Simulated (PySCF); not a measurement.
All values below come from B3LYP-D3(BJ)/def2-TZVP // TPSS-D3(BJ)/def2-SVP (PySCF 2.14.0). Gas-phase values, no solvent. One relaxed conformer stands for a flexible species; it need not be the lowest. B3LYP has the VWN-RPA correlation part, as in Gaussian. 

Reference species: [Zn(NH2)2] (neutral, multiplicity 1).

```yaml
charge on the central atom (meta-Löwdin): 1.12 e
charge on the central atom (Mulliken): 0.46 e
mean_distance_from_the_central_atom_to_its_bonded_neighbours: 1.829 Å
HOMO: -6.61 eV
```

Changed species: [Zn(NH2)(SH)] (1 of 2 NH2 replaced by SH; the reference has 0 of 2 NH2 replaced by SH).

### Question
What does the change do to the charge on the central atom (meta-Löwdin), charge on the central atom (Mulliken), mean distance from the central atom to its bonded neighbours and HOMO?

### Answer
the charge on the central atom (meta-Löwdin) falls by 0.02 e, to 1.10 e; the charge on the central atom (Mulliken) decreases by 0.05 e, to 0.41 e; the mean distance from the central atom to its bonded neighbours rises by 0.177 Å, to 2.006 Å; the HOMO decreases by 0.35 eV, to -6.96 eV.
